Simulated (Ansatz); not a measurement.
Ansatz (a program for electronic structure) job for B(CF3)(H)(OH) (CH₂BF₃O), SMILES OBC(F)(F)F, PBE/def2-SVPD. The structure is a stationary point at B3LYP-D3(BJ)/def2-SVP. One conformer was computed; it need not be the lowest.

Ansatz 0.2 input:
```yaml
crystal:
  periodic: [false, false, false]
  atoms:
    - {symbol: B, position_ang: [0.76304834, -1.03639178, 0.00000000]}
    - {symbol: C, position_ang: [0.04622333, 0.40744096, -0.00000000]}
    - {symbol: F, position_ang: [0.37080028, 1.13118042, -1.08755210]}
    - {symbol: F, position_ang: [0.37080028, 1.13118042, 1.08755210]}
    - {symbol: F, position_ang: [-1.31055676, 0.27937090, -0.00000000]}
    - {symbol: H, position_ang: [1.96001968, -1.12943935, 0.00000000]}
    - {symbol: O, position_ang: [0.00203973, -2.13424563, 0.00000000]}
    - {symbol: H, position_ang: [-0.94831343, -1.93486830, -0.00000000]}
basis:
  gaussian:
    orbitals: def2-SVPD
hamiltonian:
  xc: {name: PBE}
```

Output:

```
WARN ansatz: RAYON_NUM_THREADS=1 ignored (pool sized by the plan → 1); use --threads N
Functional definition: PBE
integrals: 0.07 GiB planned
1196 factors; their error is unknown
mean field: 0.52 GiB planned
mean field evaluation 1: about -11918.5265 eV, gradient 6.1e1 eV
mean field evaluation 2: about -11894.5093 eV, gradient 1.3e2 eV
mean field evaluation 4: about -11924.5808 eV, gradient 6.5e0 eV
mean field evaluation 8: about -11924.6425 eV, gradient 1.6e-1 eV
mean field evaluation 16: about -11924.5838 eV, gradient 9.0e-5 eV
mean field -11924.58377648 eV, -438.2203710123 hartree, gradient 8.9e-5 eV, S^2 0.000000; 0 other end points of the search recorded, 0 dependent functions left out
reference -11924.58382503 eV, -438.2203727967 hartree; 24, 24 occupied and 124, 124 virtual orbitals, 1196 factors
Total energy: -11924.58382503 eV, -438.2203727967 hartree
```

The calculation finished and met its thresholds.

Cost: around 1.9 core-seconds (rough).
